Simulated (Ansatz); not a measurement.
`C[S][Cd][Cl]` → `[CH2]` (triplet) + `[SH][Cd][Cl]` at 700 K and 1 bar (formal loss of a carbene).

Program: Ansatz. Geometries: PBE0-D4/def2-TZVP. ΔE: electronic, gas phase. CCSD(T)/CBS is the MP2 limit (def2-TZVPP, def2-QZVPP) plus CCSD(T) − MP2 in def2-TZVPP, frozen cores. This one scheme is used for every species. Triplets are unrestricted, without spin–orbit coupling. Elements past krypton have def2 core potentials. For Cd outer-core shells are correlated without core-valence functions, which leaves a few kJ/mol of doubt a bond. Each species was taken in one conformer, which may not be the lowest.

```json
{"species": "`C[S][Cd][Cl]`", "CCSD(T)/CBS energy (Eh)": "-1065.19669", "H − E (kJ/mol)": "165.8", "S (J/(mol·K))": "443.3"}
{"species": "`[CH2]` (triplet)", "CCSD(T)/CBS energy (Eh)": "-39.09499", "H − E (kJ/mol)": "70.4", "S (J/(mol·K))": "226.8"}
{"species": "`[SH][Cd][Cl]`", "CCSD(T)/CBS energy (Eh)": "-1025.94547", "H − E (kJ/mol)": "70.1", "S (J/(mol·K))": "376.0"}
```

H − E and S are ideal-gas, rigid-rotor, harmonic terms from PBE0-D4/def2-TZVP, for one conformer and one mirror image of each species, with the whole ground term of open shells counted as degenerate. 1 Eh = 2625.50 kJ/mol, R = 8.31446 J/(mol·K).

Problem. By hand: ΔE, ΔH, ΔS and ΔG.

Solution. ΔE = (-39.09499) + (-1025.94547) − (-1065.19669) = 0.15623 Eh = 410.2 kJ/mol. Δ(H − E) = 70.4 + 70.1 − 165.8 = -25.3, so ΔH = 384.9 kJ/mol. ΔS = 226.8 + 376.0 − 443.3 = 159.5 J/(mol·K). ΔG = 384.9 − 700 × (159.5)/1000 = 273.2 kJ/mol.

Problem. By hand: the equilibrium constant, and the temperature at which ΔG would vanish if ΔH and ΔS stayed fixed.

Solution. log₁₀ K = −ΔG/(RT ln 10) = -20.4. ΔG = 0 at ΔH/ΔS = 2413 K.

The number of gas molecules changes by +1, which sets the sign of ΔS. A doubt of 5 kJ/mol in ΔE shifts log₁₀ K by 0.4 here. Other conformers and mirror images would add mixing entropy, several J/(mol·K) or more a flexible species. A triplet takes part, so the spin changes. These are equilibria of isolated gas molecules and say nothing of rates. Largest T1 diagnostic: 0.013 (customary marks: 0.02 for closed shells, 0.045 for open ones).
